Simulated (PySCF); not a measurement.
Compound: C7H11P.
SMILES with atom numbers: `[CH:1]#[C:2][CH2:3][P:4]1[C@H:5]([CH3:6])[C@@H:7]1[CH3:8]`

NICS is the negative of the GIAO shielding at a point without a nucleus: at the ring centre (0) and 1 Å above and below it (1); zz is the component along the ring normal. Level: GIAO PBE0/pcSseg-1 (PySCF, non-relativistic, gas phase) on the GFN2-xTB geometry, one conformer.

Ring bond lengths (Å), with Mayer bond orders in brackets: P4–C5 1.858 (0.90), C5–C7 1.507 (0.91), C7–P4 1.862 (0.90).

Task: What do the NICS probes read (ppm)?

Result: 
```csv
ring,type,NICS(0),"NICS(1), two faces","NICS(1)zz, two faces",rms pucker (Å),"centre to ring atoms, mean (Å)"
P4–C5–C7,3-membered ring with P; formal bonds all single,-38.7,-9.6 / -9.2,-23.1 / -22.6,0.00,1.01
```

Task: What can be read from them?

Result: 
- P4–C5–C7: mean NICS(1)zz -22.8 ppm, shielded. C5, C7 have four or more neighbours, and the NICS criterion for π rings isn't applied. NICS(0) lies 29 ppm below the mean NICS(1).

Task: What field does 11.7 T along the ring normal induce along that normal at the second NICS(1) probe listed for ring P4–C5–C7, 1 Å off the ring?

Result: NICSzz × B0 = -22.6 ppm × 11.7 T = -264 μT, against the applied field.

The values belong to the conformer `[CH:1]#[C:2][CH2:3][P:4]1[C@H:5]([CH3:6])[C@@H:7]1[CH3:8]`: C2–C3–P4–C5 66°.
